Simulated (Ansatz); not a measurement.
Z-matrix (Å, degrees):
```
Sn
N 1 2.021
N 1 2.021 2 101.5
H 1 1.714 2 116.6 3 -113.6
H 1 1.714 2 105.1 3 121.9
H 2 1.012 1 113.7 3 65.3
H 2 1.011 1 114.6 3 -169.7
H 3 1.011 1 114.6 2 -169.5
H 3 1.012 1 113.7 2 65.4
```

The species carries charge 0 and has multiplicity 1. Sn takes the def2 core potential.

Q: List the PBE0/def2-TZVPP orbital energies in eV (the Gaussian-basis code of Ansatz). (Estimate.)

A: Ansatz gave: Occupied: -390.64, -390.64, -139.79, -94.43, -94.42, -94.41, -28.42, -28.30, -28.23, -28.12, -28.10, -23.11, -22.66, -14.17, -13.07, -13.03, -10.05, -10.04, -9.07, -7.29, -7.08. Lowest empty: 0.01, 0.29, 1.07, 1.74, 2.06, 2.73, 2.90, 3.36.
